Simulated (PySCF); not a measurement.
## Deuteron quadrupole couplings in `COC[Si@@H](CC#N)[SiH2]N`

C₄H₁₂N₂OSi₂.
Atom-mapped SMILES: `[CH3:1][O:2][CH2:3][Si@@H:4]([CH2:5][C:6]#[N:7])[SiH2:8][NH2:9]` (hydrogens: H10, H11, H12 on C1; H13, H14 on C3; H15 on Si4; H16, H17 on C5; H18, H19 on Si8; H20, H21 on N9)

Structure used (GFN2-xTB), in Å, numbered top down from 1:
```xyz
21
C4H12N2OSi2 angstrom
C      3.4994    0.2071   -0.3689
O      2.1498    0.1888   -0.7505
C      1.2706    0.6116    0.2720
Si    -0.4804    0.3932   -0.4559
C     -0.5157   -1.4587   -1.0114
C     -0.3251   -2.3086    0.1169
N     -0.1607   -2.9582    1.0460
Si    -2.1464    0.8391    1.0878
N     -3.6094    0.6408    0.1943
H      3.6795   -0.4646    0.4801
H      3.8160    1.2198   -0.0884
H      4.0776   -0.1302   -1.2273
H      1.4900    1.6505    0.5544
H      1.4142   -0.0022    1.1727
H     -0.4932    1.1399   -1.7311
H      0.2895   -1.6449   -1.7237
H     -1.4675   -1.7036   -1.4835
H     -2.2870   -0.1237    2.1813
H     -1.9921    2.1685    1.7181
H     -3.7333    1.1329   -0.6760
H     -4.4849    0.6192    0.6927
```

Level: PBE0/pcSseg-1 (PySCF, non-relativistic); Q(2H) = 0.00286 b; rigid geometry, the same for H and D, with no vibrational averaging.

Question: Rank these positions by the coupling χzz of a deuteron there, largest first.
A. H14 (methylene hydrogen)
B. H18 (Si–H hydrogen)
C. H15 (Si–H hydrogen)
D. H17 (methylene hydrogen)
E. H20 (N–H hydrogen)

Answer: E (288 kHz), D (208 kHz), A (193 kHz), B (108 kHz), C (103 kHz).

Q: Give the electric field gradient Vzz (the principal value of largest size), its asymmetry and the 2H coupling at each hydrogen.

A: 
```csv
atom,bonded to,bond length (Å),Vzz (au),η,χzz (kHz)
H10,C1,1.097,0.2878,0.08,193
H11,C1,1.098,0.2891,0.08,194
H12,C1,1.088,0.3067,0.07,206
H13,C3,1.099,0.2918,0.09,196
H14,C3,1.099,0.2867,0.09,193
H15,Si4,1.478,0.1539,0.03,103
H16,C5,1.091,0.3068,0.06,206
H17,C5,1.090,0.3099,0.05,208
H18,Si8,1.464,0.1608,0.04,108
H19,Si8,1.479,0.1498,0.03,101
H20,N9,1.007,0.4280,0.17,288
H21,N9,1.008,0.4278,0.17,287
```

Q: Average by the element that carries the hydrogen.

A: on C: 200 kHz over 7 positions, mean bond length 1.095 Å; on Si: 104 kHz over 3 positions, mean bond length 1.474 Å; on N: 288 kHz over 2 positions, mean bond length 1.008 Å.

Q: How does χzz go with the bond length over the 7 C–H bonds?

A: A straight-line fit has a slope of -14.4 kHz for each 0.01 Å, with a correlation coefficient of -0.96, over lengths from 1.088 to 1.099 Å. The longer bonds have the smaller couplings here.

Geometry: GFN2-xTB, one conformer, isolated molecule. GFN2-xTB bond lengths can be off by several hundredths of an ångström, more for odd bonds, and the gradients follow them. With a basis this small, the couplings can be 20 % off.

These values come from a run that also computed NMR shieldings. The run took 83 s on Arm Neoverse N1, one thread, no GPU, shared host with 64 logical CPUs at a one-minute load of 50, and the process peaked at 1.1 GiB of memory.
